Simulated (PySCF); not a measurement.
# Electric field gradients and quadrupole coupling constants

C3H9FO2Si.
Atom-mapped SMILES: `[CH3:1][C@@H:2]([CH2:3][F:4])[O:5][SiH2:6][OH:7]` (hydrogens: H8, H9, H10 on C1; H11 on C2; H12, H13 on C3; H14, H15 on Si6; H16 on O7)

Cartesian coordinates in Å at the GFN2-xTB level; atoms count from 1:
```xyz
16
C3H9FO2Si angstrom
C     -1.6649   -1.3157   -0.2181
C     -0.4996   -0.3522   -0.4279
C     -0.9683    1.0898   -0.2191
F     -0.0454    1.9771   -0.7267
O      0.5160   -0.6733    0.4720
Si     2.0732   -0.1990    0.5423
O      2.3037    1.3404    0.9953
H     -2.4457   -1.1425   -0.9534
H     -1.3054   -2.3362   -0.3130
H     -2.0734   -1.1860    0.7808
H     -0.1224   -0.4417   -1.4579
H     -1.9086    1.2832   -0.7418
H     -1.0625    1.3063    0.8486
H      2.7114   -0.4369   -0.7536
H      2.5182   -0.9794    1.6754
H      1.9662    2.0748    0.4857
```

Field gradients from the PBE0/pcSseg-1 density (PySCF, non-relativistic), principal values in atomic units, ordered |Vxx| ≤ |Vyy| ≤ |Vzz|:

```json
{"atom": "O5", "Vxx": "-0.5851", "Vyy": "-1.0887", "Vzz": "1.6737"}
{"atom": "O7", "Vxx": "-0.4075", "Vyy": "-1.0614", "Vzz": "1.4689"}
```

Find the asymmetry η = (Vxx − Vyy)/Vzz and the couplings χ = eQV/h (234.96 MHz × Q in barn × V in au), with Q(17O) = −0.0256 b.

```tsv
atom	environment	nucleus	η	χzz (MHz)	χxx (MHz)	χyy (MHz)
O5	silyl ether oxygen	17O	0.30	-10.07	3.52	6.55
O7	silanol oxygen	17O	0.45	-8.84	2.45	6.38
```

What is Vzz at O7 in SI units (1 au = 9.71736 × 10²¹ V/m²)?

1.4689 au = 14.274 × 10²¹ V/m².

And the gradient at the other heavy atoms, for which no coupling is worked out here?

```
atom                 environment  Vzz (au)     η
  C1               methyl carbon     0.075  0.28
  C2  sp3 carbon bound to oxygen     0.359  0.17
  C3              sp3 C–F carbon     0.565  0.10
  F4              alkyl fluorine     2.986  0.05
 Si6        oxygen-bound silicon    -0.501  0.62
```

What couplings would deuterons (Q(2H) = 0.00286 b) have in place of the hydrogens, at this geometry?

```json
{"atom": "H8", "bonded to": "C1", "bond length (Å)": "1.086", "Vzz (au)": "0.3157", "η": "0.03", "χzz (kHz)": "212"}
{"atom": "H9", "bonded to": "C1", "bond length (Å)": "1.086", "Vzz (au)": "0.3160", "η": "0.02", "χzz (kHz)": "212"}
{"atom": "H10", "bonded to": "C1", "bond length (Å)": "1.087", "Vzz (au)": "0.3141", "η": "0.03", "χzz (kHz)": "211"}
{"atom": "H11", "bonded to": "C2", "bond length (Å)": "1.101", "Vzz (au)": "0.2782", "η": "0.06", "χzz (kHz)": "187"}
{"atom": "H12", "bonded to": "C3", "bond length (Å)": "1.093", "Vzz (au)": "0.2912", "η": "0.08", "χzz (kHz)": "196"}
{"atom": "H13", "bonded to": "C3", "bond length (Å)": "1.094", "Vzz (au)": "0.2883", "η": "0.09", "χzz (kHz)": "194"}
{"atom": "H14", "bonded to": "Si6", "bond length (Å)": "1.464", "Vzz (au)": "0.1569", "η": "0.02", "χzz (kHz)": "105"}
{"atom": "H15", "bonded to": "Si6", "bond length (Å)": "1.446", "Vzz (au)": "0.1716", "η": "0.00", "χzz (kHz)": "115"}
{"atom": "H16", "bonded to": "O7", "bond length (Å)": "0.956", "Vzz (au)": "0.4991", "η": "0.05", "χzz (kHz)": "335"}
```

One conformer (not necessarily the lowest) at the GFN2-xTB geometry, without solvent, vibrations or thermal averaging. GFN2-xTB bond lengths can be off by several hundredths of an ångström, more for odd bonds, and the gradients follow them. A larger basis could move these couplings by a tenth or more.

These values come from a run that also computed NMR shieldings. Hardware: one thread, AMD EPYC 7B13 (x86_64), shared host with 128 logical CPUs at a one-minute load of 46. Cost: 29 s (grids of density and orbitals included), 0.77 GiB resident at most.
